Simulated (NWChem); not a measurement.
Species: CH₄GeO, singlet; SMILES C[O][GeH]

```xyz
7

Ge    -0.0399    -0.8149     0.0000
H     -1.6138    -0.4236     0.0000
O      0.5379     0.8668     0.0000
C     -0.1997     2.0537     0.0000
H      0.0525     2.6566     0.8893
H      0.0525     2.6566    -0.8893
H     -1.2905     1.8702     0.0000
```
Atoms are numbered in this order, from 1.

Level: PBE0/def2-SVP (NWChem), optimised geometry, unscaled harmonic frequencies. Low-valent species are run as closed-shell singlets; no triplet was tried in these runs.

Q: List the harmonic frequencies with IR intensities, and the thermochemistry.

A: 
```csv
frequency (cm⁻¹),IR intensity (km/mol)
140,3.1
282,4.7
342,9.3
612,75.1
796,55.1
1157,165.4
1172,2.8
1188,34.1
1456,26.5
1465,2.4
1471,4.4
1827,402.1
3010,65.4
3102,27.1
3114,28.2
```

The zero-point energy is 30.2 kcal/mol. The thermal correction to the enthalpy at 298.15 K (with zero-point energy) is 33.7 kcal/mol, the heat capacity Cv is 13.8 cal/(mol K) and the entropy at 298.15 K and 1 atm (symmetry number 1) is 69.9 cal/(mol K). The dipole moment is 1.05 D.

Rigid rotor and harmonic oscillator.
